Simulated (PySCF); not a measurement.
Identify the compound

An unknown has the formula C$_{5}$H$_{7}$FSi. Its calculated NMR data are:

$^{1}$H NMR (600 MHz, computed): δ 4.42 (m, 1H), 3.93 (s, 3H), 1.30 (m, 1H), 1.23 (s, 1H), 0.81 (m, 1H).

$^{13}$C{$^{1}$H} NMR (computed): δ 87.3 (C), 78.1 (CH), 72.5 (CH), 21.0 (CH2), 2.4 (C).

Theory: geometry from GFN2-xTB, shieldings: GIAO PBE0/pcSseg-1, in PySCF 2.14 (one averaged value for each set of equivalent atoms, one conformer, relativity neglected, gas phase).

References, each an isolated molecule treated in the same way: TMS for $^{1}$H (σ = 31.72 ppm), $^{13}$C (σ = 186.93 ppm).

Choose the structure that fits.
A. CC1=C[SiH2]C=C1F
B. CC1=C(F)C=C[SiH2]1
C. C#C[C@@]1([SiH3])C[C@H]1F
D. C#C[C@]1(F)CC[SiH2]1
E. C[Si@H]1C=CC=C1F

## Answers

C. 

Rings plus π bonds: 3 (1 ring in the answer). 5 carbon signals for 5 carbons: no two carbons are equivalent. Carbon types of the structure: 2 × C, 2 × CH, 1 × CH2, leaving 3 H on heteroatoms. δC 87.3: alkyne carbon; sp carbons lie upfield of alkene carbons because the cylindrical π system leaves one tensor component strongly shielded. δC 78.1, 21.0, 2.4: three-membered-ring carbon. δC 72.5: terminal alkyne carbon; sp carbons lie upfield of alkene carbons because the cylindrical π system leaves one tensor component strongly shielded. δH 4.42, 1.30, 0.81: hydrogen on a three-membered-ring carbon. δH 1.23: hydrogen on a terminal alkyne carbon; it lies on the axis of the triple bond, in its shielding cone.

The others: CC1=C[SiH2]C=C1F would give 4 signals for carbon-bound and other non-exchanging H, not 5; C#C[C@]1(F)CC[SiH2]1 would give 7 signals for carbon-bound and other non-exchanging H, not 5; CC1=C(F)C=C[SiH2]1 would give 4 signals for carbon-bound and other non-exchanging H, not 5; C[Si@H]1C=CC=C1F has carbons computed at 191.1, 153.7, 129.3, 124.8, -7.0, with a different DEPT pattern.

Splittings by $^{19}$F in the carbon and heteronuclear signals aren't shown, as no couplings were computed. Shifts are as computed. Against solution values, carbons near 30 ppm lie about +3 ppm off and those near 130 ppm about +5 ppm. Of 1309 compounds with measured shifts, 239 miss one by over three times the rms of a fit or turn the order of signals round; such compounds aren't used in these exercises. No couplings were computed; multiplicities are counted from neighbouring protons, with m where these are inequivalent, close in shift, in a saturated or five-membered ring or joined by F or P, and br s for small geminal =CH2 splittings.
